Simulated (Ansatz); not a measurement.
The cluster Be5⁻, relaxed as a doublet with UKS PBE0/def2-TZVPD in Ansatz, starting from packed atoms. Force threshold 0.02 eV/Å.

The relaxation made no stability test and no search for a lower SCF solution. The structure comes from a short search, and lower isomers may exist.

Start:

```xyz
5

Be   -1.064    0.484    0.427
Be   -0.156    0.092   -1.558
Be    0.646   -0.444    1.339
Be    0.698    1.017   -0.095
Be   -0.124   -1.149   -0.114
```

(1) Estimate the energy that the relaxation releases and the steps that it takes.

(2) Does the start keep its bonding?

(3) Predict the relaxed structure.

Results:

(1) 42.0 kJ/mol, in 6 steps; 6.5 s on 4 threads of Arm Neoverse V1 on a shared host. No frequencies were taken in this run, so the end may be a saddle point.

(2) By distances, no bond broke or formed. The bond that changes most is Be3–Be5, from 1.79 to 2.01 Å (atoms count from 1).

(3) 
```xyz
5

Be   -1.046    0.425    0.378
Be   -0.355    0.211   -1.579
Be    0.553   -0.303    1.506
Be    0.849    0.880   -0.104
Be   -0.001   -1.213   -0.202
```
Bond lengths (bridged metal pairs left out): 9 × Be–Be 2.01 to 2.26 Å.
